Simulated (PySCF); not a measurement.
Species: C6H9P2 (charge -1).
SMILES with atom numbers: `[CH3:1][c:2]1[p:3][c:4]([CH3:5])[c:6]([CH3:7])[p-:8]1`

Cartesian coordinates in Å at the GFN2-xTB level; atoms count from 1:
```xyz
17
C6H9P2 angstrom
C      3.3356   -0.2865    0.0055
C      1.8349   -0.1636    0.0119
P      0.8089   -1.5258   -0.3275
C     -0.6892   -0.6113   -0.1550
C     -2.0102   -1.3104   -0.3520
C     -0.5731    0.7199    0.1573
C     -1.7519    1.6405    0.3411
P      1.0606    1.3523    0.3460
H      3.7906    0.6624    0.2942
H      3.7003   -0.5570   -0.9888
H      3.6692   -1.0601    0.7013
H     -2.8465   -0.6220   -0.2373
H     -2.0617   -1.7534   -1.3487
H     -2.1258   -2.1187    0.3732
H     -1.3952    2.6399    0.5880
H     -2.3521    1.7074   -0.5705
H     -2.4015    1.2983    1.1514
```

NICS is the negative of the GIAO shielding at a point without a nucleus: at the ring centre (0) and 1 Å above and below it (1); zz is the component along the ring normal. Level: GIAO PBE0/pcSseg-1 (PySCF, non-relativistic, gas phase) on the GFN2-xTB geometry, one conformer.

Ring bond lengths (Å), with Mayer bond orders in brackets: C2–P3 1.739 (1.30), P3–C4 1.764 (1.20), C4–C6 1.372 (1.55), C6–P8 1.762 (1.20), P8–C2 1.735 (1.31).

Question: Give the NICS values of each ring in ppm.

Answer: 
| ring | type | NICS(0) | NICS(1), two faces | NICS(1)zz, two faces | rms pucker (Å) | centre to ring atoms, mean (Å) |
| --- | --- | --- | --- | --- | --- | --- |
| C2–P3–C4–C6–P8 | 5-membered ring with 2 P; formal bonds all aromatic | -8.4 | -8.9 / -8.9 | -21.4 / -21.2 | 0.00 | 1.42 |

Question: What can be read from them?

Answer: 
- C2–P3–C4–C6–P8: mean NICS(1)zz -21.3 ppm, shielded.

Question: How equal are the bonds by HOMA? HOMA takes Krygowski's 1993 parameters.

Answer: 
- C2–P3–C4–C6–P8: HOMA 0.72; the largest term is that of P3–C4, α(R − Ropt)² = 0.51.

Question: Give the inner angles of the rings and the Hirshfeld charges of the ring atoms.

Answer: 
- C2–P3–C4–C6–P8: C2 117.3° (-0.161 e), P3 94.4° (-0.178 e), C4 117.0° (-0.109 e), C6 116.8° (-0.112 e), P8 94.6° (-0.171 e); sum 540.0° against 540° for a flat convex ring.

Question: How shielded are the nuclei of the rings and their hydrogens (means over atoms taken as equivalent)?

Answer: 
```tsv
atoms	environment	σ isotropic (ppm)
C2	substituted aromatic carbon	1.2
P3 (×2)	phosphorus bonded to 2 C	135.2
C4 (×2)	substituted aromatic carbon	36.2
```
